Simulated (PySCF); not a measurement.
H2F3InS, singlet, B3LYP/def2-SVP optimised geometry.

```
7

In    -1.35    -0.79     0.00
F     -2.00    -1.81    -1.53
F     -1.27    -1.62     1.79
F     -1.41     1.17     0.00
S      1.41    -0.79     0.00
H      1.33     0.53     0.29
H      1.26    -1.17     1.30
```

Density from B3LYP/def2-TZVP, def2 effective core potentials past Kr in PySCF at that geometry. The core electrons that the potentials of In replace are not part of the density.

Minimum of the electron density along straight lines between bonded atoms, close to the bond critical point (lines longer than 1.1 times the sum of covalent radii, or with two minima, are not listed):

| bond | length / Å | ρ at the minimum / e bohr⁻³ | ∇²ρ there / e bohr⁻⁵ | position (fraction from the first atom) |
|---|---|---|---|---|
| In1–F2 | 1.953 | 0.112 | 0.59 | 0.52 |
| In1–F3 | 1.968 | 0.108 | 0.56 | 0.52 |
| In1–F4 | 1.964 | 0.109 | 0.57 | 0.52 |
| S5–H6 | 1.357 | 0.214 | -0.62 | 0.66 |
| S5–H7 | 1.358 | 0.214 | -0.61 | 0.66 |
